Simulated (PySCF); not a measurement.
C₄H₁₄GeO₂Si, SMILES [Si]([Ge]([CH3])([CH3])[CH3])(O)(C)O, singlet, GFN2-xTB optimised geometry. Atoms within 1.6 Å of the plane z = 0.8 Å (x, y, z in Å): Si1 (-0.76, -1.06, 0.00), O3 (0.87, -1.06, 0.00), O4 (-1.35, 0.47, 0.00), Ge5 (-1.71, -1.88, 1.99), C6 (-1.59, -3.86, 2.13), C7 (-3.63, -1.39, 2.15), H12 (1.35, -0.72, 0.75), H13 (-1.15, 1.06, -0.72), H14 (-2.14, -4.34, 1.33), H16 (-0.56, -4.19, 2.08), H17 (-3.76, -0.32, 2.08), H18 (-4.22, -1.85, 1.36).

Level of theory: PBE0/def2-SVP run with PySCF.

Map of the Laplacian of the electron density (e/bohr⁵), clipped to [-1.50, 1.50] on the plane z = 0.8 Å:

```
|77777777777777777777777777777|
|77777777777777777777777777777|
|77777777777777777777777777777|
|77777777777777777777777777777|
|77777777777777777777777777777|
|77777777777777777777777777777|
|77777777777777777777777777777|
|77777777777777777777777777777|
|77777777777777777777777777777|
|77777788888877777777777777777|
|77777788888887777777777777777|
|77777889999887777777777777777|
|77777889999887777777777777777|
|77777889999888777777777777777|
|77777888998888788888877777777|
|77777788888888888888887777777|
|77777788888888888987788777777|
|77777788777887889970288777777|
|87777887777887889986788777777|
|88777877767777889999888777777|
|88877877766777889999887777777|
|88878887777777888888887777777|
|88777887777778888888777777777|
|87777888877777777777777777777|
|77777788887777777777777777777|
|77777777877777777777777777777|
|77777777777777777777777777777|
|77777788877777777777777777777|
|77777888887777777777777777777|
```
Scale: ten equal steps from -1.50 (start of '0') to 0.417 (end of '9'), in the order '0123456789'; x runs from -3.50 to 3.50, y from -3.50 (bottom) to 3.50 (top).
